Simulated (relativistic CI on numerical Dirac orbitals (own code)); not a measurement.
One change at a time: Tl63+

Base calculation: Dirac-Coulomb-Breit CI, separate exchange-only KLI orbitals for each configuration, model QED (radiative potential, 1s self-energy scaled to tabulated hydrogen-like ionisation energies), unscaled Slater integrals.

Configuration list (outside the closed core [Ne]): 3s²3p⁶, 3s²3p⁵3d, 3s3p⁶3d, 3s²3p⁵4s, 3s²3p⁵4p, 3s²3p⁵4d, 3s3p⁶4s, 3s²3p⁵4f, 3p⁶3d², 3p⁵3d³, 3p⁵3d²4s, 3p⁵3d²4p, 3p⁵3d²4d, 3p⁶3d4s, 3p⁵3d4s², 3p⁵3d4s4p, 3p⁵3d4s4d. Double excitations out of closed p, d and f shells are left out; levels of such configurations are missing from the list, as are those of other unlisted configurations, and high levels can miss mixing partners. These lack a partner that the ground configuration has and come out too high: 3s²3p⁵4f.

Variants: (1) QED terms removed. Shifts of the energy above 3s²3p⁶ ¹S0, in eV, for the lowest level and the first level of each name with at least 55 % of one term (blank where a level changes its place among those of its configuration and J or its character, or is not in the variant):

```csv
Level,Base,Δ(1)
3s²3p⁶ ¹S0,0.00,0.00
3s²3p⁵3d ³P°0,266.96,+1.27
3s²3p⁵3d ³P°1,280.40,+1.26
3s²3p⁵3d ³F°3,284.05,+1.27
3s²3p⁵3d ³F°4,395.27,+0.98
3s²3p⁵3d ³D°3,414.29,+0.98
3s²3p⁵3d ¹P°1,447.80,+0.98
3s²3p⁵3d ³F°2,814.81,+0.86
3s3p⁶3d ³D1,1069.31,+7.15
3s3p⁶3d ³D2,1077.25,+7.15
3s3p⁶3d ³D3,1188.54,+6.85
3s3p⁶3d ¹D2,1204.51,+6.87
3p⁶3d² ³F2,2157.80,+14.33
3p⁶3d² ³P0,2186.07,+14.33
```

At this charge energies of transitions that change n are usually good to better than 1 %, and those within a shell (Δn = 0) to a few per cent.

Ionisation energy from the two ground configurations alone: base 7145.43 eV. The NIST ASD value (theoretical) is 7146 eV.

LS names give the leading component of a level, which can be under half, so a name can repeat, a term be missing and a line seem to break the LS rules.
